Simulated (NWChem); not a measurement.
Species: SiH cation, singlet

Results from NWChem. Low-valent species are run as closed-shell singlets; no triplet was tried in these runs. Each level has its own optimisation; frequencies are unscaled.

| level | basis functions | r H–Si (Å) | highest harmonic frequency (cm⁻¹) | zero-point energy (kcal/mol) |
|---|---|---|---|---|
| Hartree-Fock/STO-3G | 10 | 1.471 | 2751 | 3.9 |
| Hartree-Fock/def2-SVP | 23 | 1.500 | 2291 | 3.3 |
| Hartree-Fock/def2-SVPD | 32 | 1.503 | 2275 | 3.3 |
| Hartree-Fock/def2-TZVP | 43 | 1.495 | 2270 | 3.2 |
| Hartree-Fock/def2-TZVPD | 52 | 1.496 | 2269 | 3.2 |
| Hartree-Fock/def2-TZVPP | 56 | 1.496 | 2266 | 3.2 |
